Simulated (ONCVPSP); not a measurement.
**Ranking ONCV potentials for potassium (K)**

All share these settings but for the change named:

- Element: K (Z = 19)
- Generator: ONCVPSP 4.0.1
- Type: optimised norm-conserving Vanderbilt (ONCV)
- Functional: LDA (Perdew-Wang 92)
- Relativity: scalar-relativistic
- Frozen core: [Ne]
- Valence charge: 9
- Reference configuration: 3s2 3p6 4s0.5 4p0.5
- Partial waves: 3s+4s: rc 1.95 bohr, ncon 3, nbas 6, qcut 7.6 1/bohr, 2 projectors; 3p+4p: rc 2.50 bohr, ncon 4, nbas 7, qcut 6.4 1/bohr, 2 projectors; d scattering state at 0.12 Ha: rc 2.00 bohr, ncon 3, nbas 6, qcut 5.7 1/bohr, 2 projectors, debl 0.6 Ha; f scattering state at 0.4 Ha: rc 2.75 bohr, ncon 4, nbas 7, qcut 4.6 1/bohr, 2 projectors, debl 2.3 Ha
- Local potential: polynomial inside 1.55 bohr (lpopt 3, dvloc0 6 Ha)
- Core correction: Teter function, fcfact 4.25, rcfact 1.4

Cutoff: the first of the cutoffs (Ha) at which the residual kinetic energy of the hardest occupied pseudo-wave falls to 1 and 0.1 mHa per electron; the density cutoff is not measured.

The base gives 15 Ha.

Of 7 variants that were run, those that failed, showed a ghost or another fault, or gave nearly equal values are left out.

A variant can come out equal or close to the base.

(1) Rank these variants from softest to hardest (loose cutoff).
A. all radii but the core radius scaled by about 1.33 (s 2.58, p 3.32, d 2.66, f 3.64 bohr); local potential polynomial inside 2.06 bohr (lpopt 3, dvloc0 6 Ha)
B. f: rc 2.66
C. s: ncon 5, nbas 8

## Answers

(1) A (8 Ha), B (15 Ha), C (18 Ha).
